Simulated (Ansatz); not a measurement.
Species: C$_{3}$H$_{8}$Si, charge 0, multiplicity 1. 
Coordinates optimised at B3LYP-D3(BJ)/def2-TZVP (Ansatz, an electronic-structure program):
```xyz
12

C     -2.1517     0.1281     0.6809
C     -1.0138    -0.5534     0.6094
C     -0.1038    -0.6009    -0.5756
Si     1.4535     0.4382    -0.3041
H     -2.7469     0.1415     1.5844
H     -2.5278     0.6958    -0.1630
H     -0.6780    -1.1031     1.4849
H      0.2133    -1.6284    -0.7800
H     -0.6106    -0.2323    -1.4713
H      1.0901     1.8687    -0.1801
H      2.1380     0.0087     0.9393
H      2.3892     0.2719    -1.4439
```

Basis-set convergence of Hartree-Fock and MP2 correlation energies (hartree) with Ansatz. Valence correlation only, unless marked. No spin-orbit coupling. Non-relativistic.

| basis | functions | E(HF) | E(corr, MP2) |
|---|---|---|---|
| aug-cc-pV(D+d)Z | 173 | -407.18611 | -0.53877 |
| aug-cc-pV(T+d)Z | 377 | -407.22837 | -0.64278 |
| aug-cc-pV(Q+d)Z | 697 | -407.23859 | -0.67767 |

Extrapolating the two largest sets (X = 3 and 4) as X^-3: E(corr) = (64·(-0.67767) - 27·(-0.64278))/37 = -0.7031 Eh, an estimate of the basis-set limit. The largest set recovers 96.4 % of it, the smallest 76.6 %.
